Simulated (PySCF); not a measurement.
**Electron correlation in Ba⁺ (barium, charge +1)**

[Xe] 6p1, 2P determinant (an excited configuration). Computed with PySCF 2.14 in x2c-TZVPPall with one added diffuse shell each of s, p, d type (12s8p7d2f1g, 94 functions), with the spin-free X2C one-electron Hamiltonian (Gaussian nucleus). Frozen: [Kr] 4d10; 9 electrons correlated.

| level | correlation energy (mhartree) |
| --- | --- |
| CCSD | -176.14 |
| (T) | -4.49 |
| CCSD(T) | -180.63 |

Diagnostics: T1 = 0.011, D1 = 0.0478, largest double amplitude 0.029.

Q: Is a single reference adequate?

A: Yes, within this model without spin-orbit coupling: T1 lies below 0.03 and no double amplitude reaches 0.07.

This basis was not built for core-valence correlation, so the inner-shell part is incomplete.
